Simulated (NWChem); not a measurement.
System: C2H5FOSi; SMILES F[SiH](O)C=C

```xyz
10

Si     0.0030    -0.5201    -0.3964
O      0.8580    -1.6732     0.4273
F     -1.5147    -0.4265     0.1567
C      0.7274     1.1791    -0.1900
C      0.0195     2.2083     0.2959
H     -0.0347    -1.0049    -1.7909
H      1.0907    -1.4631     1.3430
H      1.7667     1.3531    -0.4766
H      0.4422     3.2047     0.4173
H     -1.0208     2.0926     0.5926
```
Atoms are numbered in this order, from 1.

Computed with NWChem. Medium grid unless said otherwise, to which SCAN and Minnesota functionals are sensitive. All runs use the structure optimised with B3LYP/6-31G* (spherical d). Total energies of different functionals are on different scales.

| level | energy (Ha) | highest occupied level (eV) | orbital gap (eV) | dipole (D) |
|---|---|---|---|---|
| B3LYP/def2-SVP | -543.5990 | -7.97 | 7.12 | 2.23 |
| PBE/def2-SVP | -543.1406 | -7.04 | 5.38 | 2.15 |
| N12/def2-SVP | -543.4668 | -6.86 | 5.39 | 2.21 |
| HCTH/407/def2-SVP | -543.5557 | -7.20 | 5.44 | 2.15 |
| revPBE/def2-SVP | -543.4294 | -6.99 | 5.41 | 2.12 |
| TPSS/def2-SVP | -543.6283 | -7.06 | 5.59 | 2.16 |
| MN15/def2-SVP | -543.1688 | -8.94 | 8.92 | 2.30 |
